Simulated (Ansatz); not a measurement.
`F[Si](F)(F)[Si](F)(F)F` + H₂ → `F[SiH](F)F` + `F[SiH](F)F`  (hydrogenolysis of the Si–Si bond)

Program: Ansatz. Geometries: PBE0-D4/def2-TZVP. ΔE: electronic, gas phase. CBS: MP2 limit from def2 TZ/QZ plus the TZ coupled-cluster correction, frozen cores. This one scheme is used for every species. Functionals use def2-TZVPP. HSE06 is defined as in plane-wave codes. Each species was taken in one conformer, which may not be the lowest.

```
             level  ΔE (kcal/mol)  difference from CCSD(T)/CBS
         revPBE-D4           -6.6                          7.3
         r2SCAN-D4          -11.2                          2.7
        r2SCANh-D4          -11.9                          2.0
          HSE06-D4          -10.7                          3.2
               PBE          -10.0                          3.9
            revPBE          -10.4                          3.5
           r2SCANh          -12.5                          1.4
           r2SCAN0          -13.6                          0.3
             HSE06          -12.4                          1.5
RPA@PBE/def2-TZVPP          -14.9                         -1.0
     CCSD/def2-SVP          -18.8                         -4.9
SCS-MP2/def2-TZVPP          -16.2                         -2.3
   CCSD/def2-TZVPP          -15.8                         -1.9
CCSD(T)/def2-TZVPP          -14.6                         -0.7
     HF/def2-QZVPP          -20.8                         -6.9
    CCSD/CBS(def2)          -15.1                         -1.2
       CCSD(T)/CBS          -13.9                            0
```

What do rigid-rotor, harmonic-oscillator terms from PBE0-D4/def2-TZVP frequencies (298.15 K, 1 bar) make of the CCSD(T)/CBS value? (Estimate.)

Computed: ΔZPE = +3.8 kcal/mol, ΔH = -12.0 kcal/mol, ΔS = 29 J/(mol·K), ΔG = -14.1 kcal/mol. Modes under 50 cm⁻¹ make the entropy rough.

Largest T1 diagnostic among the species: 0.013.

From BLYP to BHLYP (50 % exact exchange), in def2-TZVPP and without D4, ΔE moves by −4.0 kcal/mol. In def2-TZVPP, CCSD(T) changes the Hartree–Fock value by +6.1 kcal/mol (the triples alone add +1.2 kcal/mol) and MP2 by +5.5 kcal/mol. The D4 term adds +3.3 kcal/mol with B3LYP and +1.8 kcal/mol with PBE0; it sums over pairs of atoms, weighted by their polarisabilities, and B3LYP, whose exchange is more repulsive, gets the larger term.

B3LYP here is the variant with VWN-RPA as its local correlation; programs differ in this.
